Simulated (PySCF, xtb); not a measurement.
FGeH5OSi, SMILES F[SiH2][O][GeH3].

GFN2-xTB run with xtb at its own geometry gives an orbital gap of 6.44 eV and a dipole moment of 1.26 D.

Coordinates come from a PBE0-D3(BJ)/def2-SVP optimisation. The structure was generated by enumeration, and PubChem lists no compound with its InChIKey, so it may never have been made. The values are those of a single conformer.

### Question
What does PySCF with CAM-B3LYP/def2-TZVP give? (An estimate is asked for; the answer gives what the named calculation found.)

### Answer
gap 11.07 eV (levels -10.20 and 0.87 eV), dipole 1.75 D.
